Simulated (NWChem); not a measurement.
Species: C3H7F; SMILES CC(C)F

All runs: NWChem. Coordinates come from a PBE0/def2-SVP optimisation. Level: PBE/def2-SVP with SMD (1 M gas to 1 M solution), gas-phase geometry.

```
solvent          dielectric constant  solvation free energy (kcal/mol)  cavity-dispersion-structure term (kcal/mol)  dipole in solution (D)
---------------  -------------------  --------------------------------  -------------------------------------------  ----------------------
water                           78.4                               0.4                                          3.1                    2.06
tetrahydrofuran                 7.43                              -2.8                                         -0.5                    1.99
methanol                        32.6                              -2.9                                         -0.3                    2.05
anisole                         4.22                              -2.6                                         -0.6                    1.94
```
